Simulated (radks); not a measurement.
Values are calculated unless marked as measured or tabulated.
Task: The indium ion In3+, [Kr] 4d10. Code: a radial shooting solver on a logarithmic mesh with Libxc functionals. Model: non-relativistic Kohn-Sham, PBE, spin-polarised, spherical densities, point nucleus. Every spin shell is full or empty, so the densities are truly spherical. Functionals are evaluated on that one density, not self-consistently. Rank these orbital-free kinetic functionals by their error against the exact value of the orbitals, and give that value: Thomas-Fermi, TF + vW, LC94, revAPBEK, Thakkar, Pearson, LKT, PG1, Ernzerhof.

Result: Exact: 5737.96 hartree. From best to worst, with 100 (|E| - |E exact|)/|E exact| (equal figures are ties): LC94 +0.08, revAPBEK +0.31, Ernzerhof -0.38, Thakkar -0.56, Pearson -0.92, Thomas-Fermi -5.32, PG1 +15.22, LKT +19.36, TF + vW +36.53.
